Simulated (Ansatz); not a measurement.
Torsion profile

GaHCl$_{2}$O (SMILES [OH][Ga]([Cl])[Cl]), closed shell, at its PBE0-D4/def2-TZVP minimum:

```csv
atom,x (Å),y (Å),z (Å)
O1,0.2545,1.3546,0.2459
Ga2,0.1185,-0.3945,0.0568
Cl3,1.5000,-1.6349,1.0577
Cl4,-1.4079,-1.2363,-1.1558
H5,-0.4152,1.8374,-0.2460
```

The dihedral angle H5–O1–Ga2–Cl3 (180.0° at the minimum) is set to the values below, the two halves turning rigidly about the central bond. Each method's energies count from its own value at the PBE0-D4 minimum structure. Computed with Ansatz 0.2.0 (basis: def2-TZVPP); correlated methods freeze the cores. Filled d shells of the heavier atoms are correlated. The def2 sets are not built for correlating such inner shells, so the correlated values are less sure here. B3LYP uses VWN-RPA correlation.

| dihedral angle (°) | CCSD(T) (meV) | HF (meV) | r2SCAN-D4 (meV) | B3LYP-D4 (meV) | wB97M-V (meV) |
| --- | --- | --- | --- | --- | --- |
| -171.0 | 4 | 4 | 4 | 4 | 4 |
| -151.0 | 43 | 38 | 43 | 42 | 42 |
| -131.0 | 105 | 92 | 105 | 102 | 102 |
| -111.0 | 163 | 142 | 163 | 157 | 158 |
| -91.0 | 189 | 163 | 189 | 182 | 183 |
| -71.0 | 170 | 147 | 170 | 164 | 165 |
| -51.0 | 116 | 101 | 117 | 113 | 113 |
| -31.0 | 55 | 46 | 56 | 53 | 53 |
| -11.0 | 14 | 10 | 14 | 13 | 13 |

Largest difference from the CCSD(T) curve over the scan: PBE-D4 1; PBE0-D4 10; MP2 1 meV. Each curve counts from its own value at the minimum.

No T1 diagnostic of these runs exceeds 0.013.

For scale, one of the runs: CCSD(T)/def2-TZVPP, 177 basis functions (an equivalent command: `ansatz run in.yaml --threads 4`). The run took 85 s on 4 CPU threads (shared host), with 1.6 GiB of host memory at its peak.
